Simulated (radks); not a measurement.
Values are calculated unless marked as measured or tabulated.
Question: Ionisation of neutral dysprosium, [Xe] 4f10 6s2, to Dy+, [Xe] 4f10 6s1, under several functionals. Scalar-relativistic Kohn-Sham, spin-polarised, spherical densities, point nucleus; open shells are filled with parallel spins first (spin-orbit coupling, left out, can overturn this in heavy ions); a radial shooting solver on a logarithmic mesh with Libxc functionals. Known Delta-SCF values: PW91 5.997 eV; OLYP 5.751 eV; SOGGA 5.823 eV. What does exchange-only B88 give, and what is its highest occupied eigenvalue?

Answer: 5.246 eV by Delta-SCF; the 4f eigenvalue is -0.351 eV. NIST: 5.939 eV (measured).
